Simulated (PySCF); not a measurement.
Si(F)(OH)(SH)2 (FH3OS2Si), SMILES O[Si](F)(S)S. Geometry: PBE0-D3(BJ)/def2-SVP. This is a generated structure with no PubChem entry under its InChIKey; it may be hypothetical. Other conformers were not sampled.

All values below come from PBE0-D3(BJ)/def2-SVP (PySCF).

Harmonic wavenumbers (cm⁻¹): 122, 148, 193, 241, 248, 265, 287, 339, 476, 599, 727, 745, 816, 907, 961, 2711, 2717, 3910. Rotational constants (GHz): 2.814, 1.888, 1.577; symmetry number 1.

Task: Work out the zero-point energy and the ideal-gas rigid-rotor harmonic-oscillator thermochemistry at 298.15 K and 1 atm.

Result: ZPE = ½ Σ hcν = ½ × 16412 cm⁻¹ = 23.46 kcal/mol. H − E(el) = 28.94 kcal/mol. Entropy in cal/(mol K): translation 40.51, rotation 28.04, vibration 17.97, total 86.52. G − E(el) = 3.14 kcal/mol. Cp = 27.61 cal/(mol K). Modes under 150 cm⁻¹ make the vibrational entropy uncertain.
